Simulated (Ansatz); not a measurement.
Reaction (redistribution): `[F][InH][SeH]` + `Cl[Si]([SeH])([SeH])[SeH]` → `[SeH][Si]([SeH])([SeH])[SeH]` + `[F][InH][Cl]`

Isolated molecules relaxed with PBE0-D4/def2-TZVP in Ansatz; ΔE leaves out vibrations. CCSD(T)/CBS adds triple-zeta CCSD(T) − MP2 to the extrapolated MP2 energy (def2 sets, frozen cores). DFT in def2-TZVPP. B3LYP here is the variant with VWN-RPA as its local correlation; programs differ in this. def2 core potentials past Kr. For In, Se outer-core shells are correlated without core-valence functions, which leaves a few kJ/mol of doubt a bond. Scalar relativity is left out up to krypton. Each species was taken in one conformer, which may not be the lowest.

`[F][InH][SeH]`:

Z-matrix (Å, degrees):
```
In
F 1 1.954
Se 1 2.480 2 108.8
H 1 1.698 2 117.1 3 -180.0
H 3 1.470 1 89.6 2 0.0
```

`Cl[Si]([SeH])([SeH])[SeH]`:

Z-matrix (Å, degrees):
```
Si
Se 1 2.263
Se 1 2.268 2 106.2
Cl 1 2.052 2 114.1 3 -113.8
Se 1 2.269 2 111.6 3 129.3
H 2 1.471 1 93.0 3 -167.1
H 3 1.470 1 92.0 2 58.8
H 5 1.470 1 91.9 2 -48.9
```

`[SeH][Si]([SeH])([SeH])[SeH]`:

Cartesian coordinates in Å:
```
Se -0.036 1.941 -1.614
Si -0.242 0.264 -0.091
Se -2.334 0.633 0.726
Se 1.450 0.514 1.407
Se -0.227 -1.843 -0.948
H 0.956 1.192 -2.398
H -2.023 -0.032 1.998
H 1.219 -0.807 2.011
H 1.237 -1.861 -1.090
```

`[F][InH][Cl]`:

Z-matrix (Å, degrees):
```
In
F 1 1.939
Cl 1 2.305 2 109.3
H 1 1.688 2 121.8 3 -180.0
```

Problem. Is it downhill or uphill in electronic energy at CCSD(T)/CBS, and by how much? (Estimate.)

Solution. Ansatz gave: Uphill: ΔE = +0.29 eV.

Problem. What do these levels give: PBE-D4, B3LYP-D4, ωB97M-V, HF/def2-TZVPP, MP2/def2-QZVPP, CCSD/CBS(def2)? (An estimate is asked.)

Solution. Computed: PBE-D4 0.28, B3LYP-D4 0.29, ωB97M-V 0.30, HF/def2-TZVPP 0.28, MP2/def2-QZVPP 0.28, CCSD/CBS(def2) 0.30 eV.

Largest T1 diagnostic among the species: 0.015.

The D4 term adds −0.04 eV with B3LYP and −0.02 eV with PBE0; it sums over pairs of atoms, weighted by their polarisabilities, and B3LYP, whose exchange is more repulsive, gets the larger term.
